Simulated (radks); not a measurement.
Question: The mean radii <r> (bohr) of the occupied orbitals of an atom or ion are listed with their occupations. Calculated with a radial shooting solver on a logarithmic mesh with Libxc functionals: scalar-relativistic Kohn-Sham, exchange-only LDA, spin-polarised, spherical densities, point nucleus.

orbital  occ.      <r>
1s up       1  0.02319
1s down     1  0.02319
2s up       1  0.09800
2s down     1  0.09799
2p up       3  0.08608
2p down     3  0.08608
3s up       1   0.2395
3s down     1   0.2396
3p up       3   0.2333
3p down     2   0.2334

Name the element and its charge. Open shells, if any, are filled with parallel spins first.

Answer: Z = 61, promethium, charge +44: Pm44+ in [Ne] 3s2 3p5. The 1s radius gives Z: for a bare nucleus <r> = (2 gamma + 1)/(2Z) with gamma = sqrt(1 - (Z/c)^2), 0.02288 bohr for Z = 61, and screening makes it slightly larger (0.02319 here). The occupations add up to 17, and the charge is Z minus that.
